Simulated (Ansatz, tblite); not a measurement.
Cost and result up the ladder for the cluster Sr₂S₂ (the lowest singlet isomer of a short search) (4 atoms). The state is a singlet with charge 0. Geometry: B3LYP-D4/def2-TZVP.

```xyz
4

Sr    0.139   -0.463    1.750
Sr   -0.135    0.463   -1.751
S    -0.358   -1.882   -0.469
S     0.355    1.882    0.470
```

Ansatz on 4 threads of Arm Neoverse V2 on a shared host; xTB runs through tblite on one thread. Times are rough, summed over both states, and most runs start from the orbitals of an earlier one. CCSD(T)/def2-TZVPP serves as the yardstick here, not as an exact answer. The other state is a doublet.

In the def2 sets Sr takes a core potential; there is no spin–orbit coupling. The xTB rows come from tblite. Correlated methods freeze 10 core orbitals; core or outer-core shells of Sr are correlated, in sets that lack core-valence functions. In CCSD on the charge 1 doublet the largest single amplitude is 0.18, so its Hartree–Fock determinant may place the open shell otherwise than the density functionals do. The structure comes from a short search, and lower isomers may exist.

Correlated methods converge slowly with the basis.

Raw xTB energies of ions are shifted by several eV.

```
                            level  functions  wall time
                         GFN1-xTB         36    0.008 s
                         GFN2-xTB         36    0.011 s
                 PBE-D4/def2-TZVP        140        7 s
                PBE0-D4/def2-TZVP        140      9.1 s
r2SCAN-D4/def2-TZVP (with forces)        140       17 s
               CCSD(T)/def2-TZVPP        164    2.6 min
```

(1) Estimate what each level gives for the vertical IE (eV).

## Answers

(1) 
```csv
level,vertical IE (eV),difference from CCSD(T)/def2-TZVPP (eV)
GFN1-xTB,11.11,4.46
GFN2-xTB,12.09,5.44
PBE-D4/def2-TZVP,6.54,-0.11
PBE0-D4/def2-TZVP,6.65,0.00
r2SCAN-D4/def2-TZVP (with forces),6.55,-0.10
CCSD(T)/def2-TZVPP,6.65,0.00
```
